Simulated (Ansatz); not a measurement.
The input (input.yaml):

```yaml
crystal:
  periodic: [false, false, false]
  atoms:
    - { symbol: Ga, position_ang: [-0.4027, -0.0557, -0.205] }
    - { symbol: Cl, position_ang: [1.99, -0.9924, 0.2727] }
    - { symbol: O, position_ang: [-0.6276, 0.5929, -1.7906] }
    - { symbol: O, position_ang: [-1.6616, -0.826, 0.6933] }
    - { symbol: H, position_ang: [1.3891, 0.5412, 0.8908] }
    - { symbol: H, position_ang: [0.666, 1.1987, 0.9616] }
    - { symbol: H, position_ang: [0.1191, 0.7854, -2.3569] }
    - { symbol: H, position_ang: [-1.4722, -1.244, 1.5342] }
basis:
  gaussian: { orbitals: def2-SVP }
hamiltonian:
  xc: pbe0
  dispersion: d4
relax:
  f_tol: 0.15
  max_steps: 25
  restrain:
    - { distance: [0, 5], at: 2.83, k: 30.0 }
    - { distance: [4, 1], at: 2.63, k: 30.0 }
    - { distance: [0, 1], at: 2.24, k: 30.0 }
    - { distance: [4, 5], at: 0.62, k: 30.0 }
```

Command:

```bash
$ ansatz run input.yaml --threads 2 --pin off --max-ram 3072MiB --backend cpu --events-out ev --progress --plain --runs-dir out
```

Hardware: 2 threads of AMD EPYC 9R14 (Zen 4), on a shared host.

Roughly how long does this run take, and how much memory?

12 s, with a peak of 0.24 GiB, for 7 ionic steps.
